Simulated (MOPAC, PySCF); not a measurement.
C₂H₄BN, SMILES `N#CBC`, neutral singlet in the gas phase. 

Cartesian coordinates (Å):
```xyz
8

C     -1.0046    -0.2165    -0.0204
B      0.3277     0.5328     0.1895
C      1.6584    -0.0777    -0.2744
N      2.6513    -0.5344    -0.6247
H     -1.8624     0.4482    -0.1161
H     -1.1644    -0.7769     0.9142
H     -0.9977    -0.9499    -0.8248
H      0.3917     1.5745     0.7568
```
Charge 0, multiplicity 1.

All levels are single points at this geometry (CAM-B3LYP-D3(BJ)/def2-TZVP); Pople sets use spherical d functions. Orbital energies aren't observables, and empty levels follow the basis.

PM6 in MOPAC gives gap (eV) = 10.88.

Task: Estimate the gap (eV) from each of these levels: CAM-B3LYP-D3(BJ)/def2-TZVP in PySCF; TPSSh-D3(BJ)/def2-TZVP in PySCF; B3LYP/3-21G in PySCF; B3LYP/6-311+G** in PySCF; B3LYP/6-31G* in PySCF; BP86/6-31G* in PySCF; M06-2X/6-31G* in PySCF; SVWN5/6-31G* in PySCF; HF/6-31G* in PySCF; HF/STO-3G in PySCF; PM3 in MOPAC; PM7 in MOPAC.

Result: 
```tsv
level	gap (eV)
CAM-B3LYP-D3(BJ)/def2-TZVP in PySCF	9.37
TPSSh-D3(BJ)/def2-TZVP in PySCF	5.64
B3LYP/3-21G in PySCF	6.51
B3LYP/6-311+G** in PySCF	6.37
B3LYP/6-31G* in PySCF	6.39
BP86/6-31G* in PySCF	4.49
M06-2X/6-31G* in PySCF	9.17
SVWN5/6-31G* in PySCF	4.32
HF/6-31G* in PySCF	13.98
HF/STO-3G in PySCF	15.82
PM3 in MOPAC	11.49
PM7 in MOPAC	10.46
```
